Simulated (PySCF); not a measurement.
This script is equivalent to a calculation on Mn²⁺ (manganese, charge +2).

```python
from pyscf import gto, scf, dft, mp, cc
import basis_set_exchange as bse
mol = gto.M(atom="Mn 0 0 0", charge=2, spin=5, symmetry="D2h",
            basis=gto.basis.parse(bse.get_basis("aug-cc-pVTZ", elements=["Mn"], fmt="nwchem", augment_diffuse=1)))
mf = dft.UKS(mol, xc="R2SCAN")
mf.irrep_nelec = {'Ag': (5, 3), 'B1g': (1, 0), 'B2g': (1, 0), 'B3g': (1, 0), 'B1u': (2, 2), 'B2u': (2, 2), 'B3u': (2, 2)}
mf.kernel()
```

**Question.** What total energy does it give?

**Answer.** -1150.131 hartree (calculated).

**Question.** Which occupied shell lies highest, and where?

**Answer.** 3d α, at -26.361 eV.

**Question.** What is ⟨S²⟩, and what would a pure spin state give?

**Answer.** 8.750, against 8.75.
